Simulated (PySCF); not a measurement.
C3H8BN.
Z-matrix (Å and degrees, PBE0-D3(BJ)/def2-SVP geometry), rows numbered from 1:
```
C 
C   1  1.3407
B   2  1.5654  1  124.24
N   3  1.3933  2  120.92  1    35.03
C   4  1.4396  3  127.34  2  -177.63
H   1  1.0955  2  122.83  3   177.92
H   1  1.0972  2  121.51  3    -0.56
H   2  1.0983  1  117.11  3  -176.66
H   3  1.2141  2  121.29  1  -144.57
H   4  1.0154  3  118.32  2     3.58
H   5  1.0983  4  109.35  3     0.63
H   5  1.1037  4  112.02  3  -118.97
H   5  1.1037  4  111.98  3   120.10
```

Computed with PBE0-D3(BJ)/def2-SVP geometry optimisation, gas phase (PySCF).

Take the most abundant isotopes and a rigid rotor. The values belong to one conformer with, in the numbering `[CH2:1]=[CH:2][BH:3][NH:4][CH3:5]`, C1–C2–B3–N4 35°, C2–B3–N4–C5 -178°.

**Question.** What are A, B and C (MHz)?

**Answer.** Ia = 30.43, Ib = 206.52, Ic = 230.34 u·Å²; 505379 MHz·u·Å²/I gives A = 16609, B = 2447, C = 2194 MHz.

**Question.** Classify the top.

**Answer.** A near-prolate asymmetric top. Ray's parameter κ = (2B − A − C)/(A − C) = -0.965; −1 is the prolate and +1 the oblate limit.

**Question.** What does the inertial defect say?

**Answer.** Not planar: Δ = Ic − Ia − Ib = -6.62 u·Å². For a rigid frame Δ = −2 Σ m c², so Σ m c² = 3.31 u·Å² lies off the ab plane: 2.55 from hydrogen and 0.76 from heavier atoms. The atom farthest from that plane is 0.89 Å away.

**Question.** Give the coordinates in the principal-axis frame, origin at the centre of mass.

**Answer.** The sense of each axis is arbitrary; atoms in the order of the calculation.
```csv
atom,mass (u),a (Å),b (Å),c (Å)
C1,12.000,2.138,-0.663,-0.103
C2,12.000,1.523,0.508,0.115
B3,11.009,-0.006,0.756,-0.110
N4,14.003,-0.939,-0.246,0.147
C5,12.000,-2.363,-0.186,-0.055
H6,1.008,3.216,-0.802,0.031
H7,1.008,1.586,-1.544,-0.455
H8,1.008,2.153,1.355,0.421
H9,1.008,-0.419,1.822,-0.519
H10,1.008,-0.608,-1.124,0.536
H11,1.008,-2.631,0.796,-0.467
H12,1.008,-2.921,-0.323,0.888
H13,1.008,-2.713,-0.957,-0.763
```

**Question.** Which lines would a microwave search look for?

**Answer.** The dipole components are |μa| = 1.04 D, |μb| = 1.42 D, |μc| = 0.43 D. Intensities carry the squares of the components, which stand as 0.54 : 1.00 : 0.09 (a : b : c). Some of the stronger lines:

| type | branch | J(Ka,Kc) | MHz | lower level (cm⁻¹) |
| --- | --- | --- | --- | --- |
| a | Q | 4(1,3) ← 4(1,4) | 2530 | 1.982 |
| a | R | 3(0,3) ← 2(0,2) | 13910 | 0.464 |
| b | Q | 5(1,4) ← 5(0,5) | 16279 | 2.318 |
| a | R | 4(3,1) ← 3(3,0) | 18571 | 5.218 |
| a | R | 5(2,4) ← 4(2,3) | 23198 | 3.454 |
| a | R | 5(4,1) ← 4(4,0) | 23213 | 9.174 |
| b | R | 4(1,4) ← 3(0,3) | 31596 | 0.928 |
| b | Q | 2(2,0) ← 2(1,1) | 42489 | 0.954 |
| b | Q | 4(2,3) ← 4(1,4) | 44136 | 1.982 |
| b | R | 5(2,3) ← 4(1,4) | 67452 | 1.982 |
| b | Q | 5(3,2) ← 5(2,3) | 71355 | 4.232 |
| b | R | 3(3,0) ← 2(2,1) | 85367 | 2.371 |
| b | R | 5(3,3) ← 4(2,2) | 94620 | 3.456 |
| b | R | 5(3,2) ← 4(2,3) | 94671 | 3.454 |
| b | Q | 5(4,2) ← 5(3,3) | 100009 | 6.612 |
| b | Q | 4(4,1) ← 4(3,2) | 100013 | 5.838 |
| b | R | 5(5,0) ← 4(4,1) | 151802 | 9.174 |

**Question.** Estimate the classical rotational partition function at 10 K, 200 K and 298.15 K.

**Answer.** Point group C1, symmetry number σ = 1; q = (√π/σ)·√((kT/h)³/(ABC)), k/h = 20836.6 MHz/K: 565 at 10 K, 50500 at 200 K, 91900 at 298.15 K.

No PBE0-D3(BJ)/def2-SVP frequencies stand behind this structure, so it isn't proved a minimum. Constants of a rigid frame at the computed geometry: no zero-point averaging, no centrifugal distortion. A rigid rotor knows nothing of internal rotation, which can split or shift real lines. Quadrupole hyperfine structure (11B, 14N) is left out.

Time: 38 s wall; peak memory 0.44 GiB. Hardware: one thread of an Arm Neoverse N1, on a shared host. That covers the optimisation of the geometry.
